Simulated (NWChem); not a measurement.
Molecule: Si2H4F2; SMILES F[SiH](F)[SiH3]

```xyz
8

Si     0.0007     1.7310    -0.1027
Si     0.0003    -0.5684     0.3674
F      1.3170    -1.2461    -0.3256
F     -1.3150    -1.2462    -0.3284
H      0.0037     1.9347    -1.5918
H      1.2258     2.3661     0.4959
H     -1.2271     2.3655     0.4910
H     -0.0012    -0.9556     1.8160
```
Atoms are numbered in this order, from 1.

All runs: NWChem. Pople sets run with spherical d functions. Geometry: optimised at PBE-D3(BJ)/def2-SVP. Level: PBE0/6-31G* with SMD (1 M gas to 1 M solution), gas-phase geometry. Reactions with the solvent are ignored.

Q: Among these, which solvent gives the highest value of “solvation free energy (kcal/mol)”?
(A) N,N-dimethylformamide
(B) water
(C) methanol
(D) dichloromethane

A: B, water. Values: methanol -2.1; dichloromethane -2.0; N,N-dimethylformamide -1.3; water 1.4
